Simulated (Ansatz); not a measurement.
A CCSD(T) single point on `F[SiH](F)S[SiH](Cl)Cl`.

```yaml
crystal:
  periodic: [false, false, false]
  atoms:
    - {symbol: F, position_ang: [-1.268029, -1.683666, 1.106685]}
    - {symbol: Si, position_ang: [0.250166, -1.235437, 1.109851]}
    - {symbol: F, position_ang: [0.322307, 0.044054, 2.041133]}
    - {symbol: S, position_ang: [0.911578, -0.776910, -0.840554]}
    - {symbol: Si, position_ang: [-0.165060, 1.042167, -1.113631]}
    - {symbol: Cl, position_ang: [0.948721, 2.640157, -0.531969]}
    - {symbol: Cl, position_ang: [-0.559563, 1.198481, -3.101935]}
    - {symbol: H, position_ang: [1.074210, -2.316660, 1.666197]}
    - {symbol: H, position_ang: [-1.425730, 1.041412, -0.352877]}
basis:
  gaussian: {orbitals: def2-TZVPP}
correlation: {method: ccsd_t}
output: {orbitals: {seedname: orbitals}}
```

```sh
$ ansatz run in.yaml --threads 2 --pin off --events-out ev --progress --plain --max-ram 32768MiB --backend cuda --devices 0, --max-vram 18GiB
```

Log, shortened:

```
Functional definition: HF
1805 factors; integrals over basis functions are off by at most 8.7e-4 eV
mean field evaluation 1: about -57001.2835 eV, gradient 4.0e1 eV
mean field evaluation 2: about -57001.7284 eV, gradient 4.1e1 eV
mean field evaluation 4: about -57005.1975 eV, gradient 3.0e0 eV
mean field evaluation 8: about -57005.2665 eV, gradient 2.9e-1 eV
mean field evaluation 16: about -57005.2670 eV, gradient 1.1e-6 eV
mean field -57005.26699672 eV, -2094.9049225717 hartree, gradient 1.1e-6 eV, S^2 0.000000; 0 other end points of the search recorded, 0 dependent functions left out
27 core orbitals not correlated: weight in the atoms' cores, before any rotation towards them, 1.000 or more for the frozen orbitals, at most 0.000 for the correlated occupied ones
reference -57005.26699672 eV, -2094.9049225717 hartree; 22, 22 occupied and 251, 251 virtual orbitals, 1805 factors
second order -34.75003987 eV of doubles, -0.00000000 eV of singles
cycle   1  -35.40956661 eV  change   -6.6e-1 eV  update   1.2e-1
cycle   2  -36.14561918 eV  change   -7.4e-1 eV  update   3.4e-2
cycle   3  -36.31123705 eV  change   -1.7e-1 eV  update   1.7e-2
cycle   4  -36.29301953 eV  change    1.8e-2 eV  update   3.7e-3
cycle   5  -36.28921620 eV  change    3.8e-3 eV  update   1.5e-3
cycle   6  -36.28988299 eV  change   -6.7e-4 eV  update   4.7e-4
cycle   7  -36.28956004 eV  change    3.2e-4 eV  update   1.6e-4
cycle   8  -36.28948480 eV  change    7.5e-5 eV  update   4.7e-5
cycle   9  -36.28951015 eV  change   -2.5e-5 eV  update   1.9e-5
perturbative correction -1.41163221 eV, -0.0518765271 hartree
Total energy: -57042.96813909 eV, -2096.2904139990 hartree
```

Run time 10 s (2 threads of an AMD EPYC 7R13 on a shared host and a share of an NVIDIA H100 80 GB); peak host memory 0.84 GiB.

Correlation energy per correlated electron: -0.857 eV. T1 diagnostic: 0.0111.
